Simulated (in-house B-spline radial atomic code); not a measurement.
Cd²⁺: [Ar] 3d9 4s2 4p6 4d10 6g1 (an excited or competing configuration)

All numbers are computed (Dirac-Hartree-Fock, average of configuration; Fermi nucleus of rms radius 4.6087 fm) with an all-electron radial atomic-structure program (B-spline basis), not measured.

Z_r = [3n² - l(l+1)]/(2<r>); Z_e = n√(-2ε); the last column is Slater's effective charge. Values are occupation-weighted means over j. An effective charge above Z reflects the relativistic contraction of the inner shells.

```tsv
shell	electrons	ε (eV)	<r> (bohr)	Z_r	Z_e	Slater
1s	2	-26935	0.03039	49.36	44.49	47.70
2s	2	-4144.5	0.131	45.80	34.91	43.85
2p	6	-3722.3	0.1147	43.60	33.08	43.85
3s	2	-852.91	0.3538	38.15	23.75	36.75
3p	6	-709.81	0.3523	35.48	21.67	36.75
3d	9	-489.57	0.3326	31.57	18.00	27.20
4s	2	-167.39	0.8675	27.66	14.03	21.10
4p	6	-122.35	0.9374	24.54	11.99	21.10
4d	10	-54.47	1.147	18.31	8.00	9.85
6g	1	-3.4024	14.66	3.00	3.00	-
```

The least bound orbital is 6g7/2 at -3.402 eV, and it is also the most diffuse (<r> = 14.66 bohr). The part-filled 3d shell lies below the filled 4d shell in orbital energy.

Spin-orbit splittings of the orbital energies (j = l + 1/2 above j = l - 1/2 when positive): 2p 193.5 eV, 3p 36.22 eV, 3d 7.301 eV, 4p 6.502 eV, 4d 0.9167 eV, 6g -9.103e-06 eV.

For the 1s electron the small component carries 3.1 % of the norm, the zero-frequency Breit interaction raises the level by 59.46 eV, self-energy by 33.35 eV, and vacuum polarisation lowers it by 4.252 eV.
